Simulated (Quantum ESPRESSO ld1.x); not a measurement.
Input (ld1.x (Quantum ESPRESSO 7.5)):

```
 &input
    zed=53.0,
    iswitch=1,
    rel=1,
    lsd=1,
    dft='PW',
    config='[Ar] 3d6',
    verbosity='high',
    prefix='ld1',
    max_out_wfc=37,
    file_charge='ld1.rho',
 /
```

Command: `OMP_NUM_THREADS=1 ld1.x < ld1.in > ld1.out`

Output (excerpt):

```
     Program LD1 v.7.5 starts

     --------------------------- All-electron run ----------------------------

     scalar relativistic calculation

     atomic number is 53.00
     dft =PW   lsd =1 sic =0 latt =0  beta=0.20 tr2=1.0E-14
     Exchange-correlation= PW
                           (   1   4   0   0   0   0   0)
     mesh =2073 r(mesh) = 100.05380 a.u. xmin = -8.00 dx = 0.00800
     1 Ry =  13.60569312 eV, c = 137.03599908

     n l     nl                  e(Ry)          e(Ha)          e(eV)
     1 0     1S 1( 1.00)   -2511.316345979   -1255.658172989 -34168.1995381
     2 0     2S 1( 1.00)    -462.298987027    -231.149493513  -6289.8981486
     2 1     2P 1( 3.00)    -424.527100251    -212.263550126  -5775.9854484
     3 0     3S 1( 1.00)    -153.640420887     -76.820210443  -2090.3844179
     3 1     3P 1( 3.00)    -141.486902833     -70.743451416  -1925.0273809
     3 2     3D 1( 5.00)    -124.650470329     -62.325235165  -1695.9560469
     1 0     1S 2( 1.00)   -2511.290567285   -1255.645283643 -34167.8488012
     2 0     2S 2( 1.00)    -461.397906725    -230.698953363  -6277.6383265
     2 1     2P 2( 3.00)    -423.821709508    -211.910854754  -5766.3881184
     3 0     3S 2( 1.00)    -152.655565890     -76.327782945  -2076.9847830
     3 1     3P 2( 3.00)    -140.481531273     -70.240765636  -1911.3486039
     3 2     3D 2( 1.00)    -123.444977512     -61.722488756  -1679.5544816

     final scf error:  7.8E-15 reached in  23 iterations

     Etot =  -13177.253888 Ry,   -6588.626944 Ha, -179285.672601 eV
     Total magnetization:    4.00 Bohr mag.

     Ekin =   13876.188105 Ry,    6938.094052 Ha,  188795.157070 eV
     Encl =  -29660.158134 Ry,  -14830.079067 Ha, -403547.009555 eV
     Eh   =    2875.022391 Ry,    1437.511196 Ha,   39116.672379 eV
     Exc  =    -268.306250 Ry,    -134.153125 Ha,   -3650.492494 eV
```

Run on one thread of a shared host, so times are rough (Intel(R) Xeon(R) Processor @ 2.60GHz): 0.5 s of CPU time, 0.95 s wall, 23 iterations on 2073 mesh points.
